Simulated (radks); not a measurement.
Question: Coherent X-ray form factor from a spherical all-electron density. Calculated with a radial shooting solver on a logarithmic mesh with Libxc functionals: scalar-relativistic Kohn-Sham, SCAN, spin-unpolarised, spherical densities, finite nucleus; meta-GGA in the generalised Kohn-Sham scheme; Fermi nuclear charge, rms radius of each element as measured or else 0.836 A^(1/3) + 0.57 fm.

| sin(theta)/lambda (1/angstrom) | f0 (electrons) |
|---|---|
| 0.05 | 11.790 |
| 0.1 | 11.227 |
| 0.15 | 10.471 |
| 0.2 | 9.680 |
| 0.25 | 8.950 |
| 0.3 | 8.306 |
| 0.4 | 7.207 |
| 0.5 | 6.219 |
| 0.6 | 5.293 |
| 0.8 | 3.744 |
| 1 | 2.703 |
| 1.25 | 1.969 |
| 1.5 | 1.600 |
| 2 | 1.265 |

The species is in the configuration that NIST lists as its ground one. Which atom or ion scatters so?

Answer: The silicon ion Si2+, [Ne] 3s2. Extrapolating in s^2 from the first two rows gives f0(0) = 12.0, near the electron count 12; among species with that count, the fall with angle is slower the higher Z, and the table is that of Z = 14; from so few rows the species is fixed only to a neighbour or two.
